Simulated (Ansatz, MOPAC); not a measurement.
System: YCl2, net charge 1, singlet state. SMILES of the parent species: [Cl][Y][Cl]

Atoms: Y1, Cl2, Cl3. Bonds: Y1-Cl2, Y1-Cl3.

Bond lengths (Å) and angles (degrees) optimised at PM7 with MOPAC; HF/3-21G with Ansatz (a quantum-chemistry and plane-wave program); B3LYP/6-31G* with LANL2DZ past Ar with Ansatz, each started from the B3LYP-D3(BJ)/def2-TZVP structure (Ansatz) of the last column. A row stands for all coordinates that are equal there. 6-31G* holds six Cartesian d functions.

| coordinate | PM7 | HF/3-21G | B3LYP/6-31G* with LANL2DZ past Ar | B3LYP-D3(BJ)/def2-TZVP |
|---|---|---|---|---|
| Y1-Cl2 | 2.494 | 2.417 | 2.363 | 2.356 |
| Cl2-Y1-Cl3 | 180.0 | 115.9 | 108.6 | 111.7 |

Mean signed difference of all 2 bond lengths from B3LYP-D3(BJ)/def2-TZVP: PM7 0.139 Å, HF/3-21G 0.062 Å, B3LYP/6-31G* with LANL2DZ past Ar 0.008 Å.
